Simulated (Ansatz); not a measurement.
F$_{6}$Ti (SMILES [F][Ti-2]([F])([F])([F])([F])[F]), charge -2, singlet, at a GFN2-xTB geometry (such geometries of metal compounds can be far from the true shape) (a gas-phase anion, which may not be bound at this level); B3LYP/def2-SV(P) in Ansatz (an electronic-structure program).

The Ansatz input:
Ansatz 0.2 input:
```yaml
crystal:
  periodic: [false, false, false]
  atoms:
    - {symbol: Ti, position_ang: [-0.00000000, 0.00000000, 0.00000000]}
    - {symbol: F, position_ang: [1.10350812, -0.45756914, -1.41918531]}
    - {symbol: F, position_ang: [-1.10350812, 0.45756914, 1.41918531]}
    - {symbol: F, position_ang: [-1.17988332, 0.81162927, -1.17911828]}
    - {symbol: F, position_ang: [-0.91177399, -1.60408075, -0.19178056]}
    - {symbol: F, position_ang: [0.91177399, 1.60408075, 0.19178056]}
    - {symbol: F, position_ang: [1.17988332, -0.81162927, 1.17911828]}
basis:
  gaussian:
    orbitals: def2-SV_P_.json
hamiltonian:
  xc: b3lyp
total_charge: -2
```
The basis file holds def2-SV(P) in the JSON format of the Basis Set Exchange.

It wrote (shortened):

```
Functional definition: B3LYP
1122 factors; integrals over basis functions are off by at most 2.4e-4 eV
mean field evaluation 1: about -39404.8527 eV, gradient 3.8e1 eV
mean field evaluation 2: about -39310.6755 eV, gradient 2.6e2 eV
mean field evaluation 4: about -39408.8424 eV, gradient 4.9e0 eV
mean field evaluation 8: about -39409.0213 eV, gradient 2.6e-1 eV
mean field evaluation 16: about -39409.0215 eV, gradient 2.2e-5 eV
mean field -39409.02150534 eV, -1448.2548279270 hartree, gradient 6.4e-6 eV, S^2 0.000000; 0 other end points of the search recorded, 0 dependent functions left out
reference -39409.02181255 eV, -1448.2548392168 hartree; 39, 39 occupied and 69, 69 virtual orbitals, 1122 factors
Total energy: -39409.02181255 eV, -1448.2548392168 hartree
```
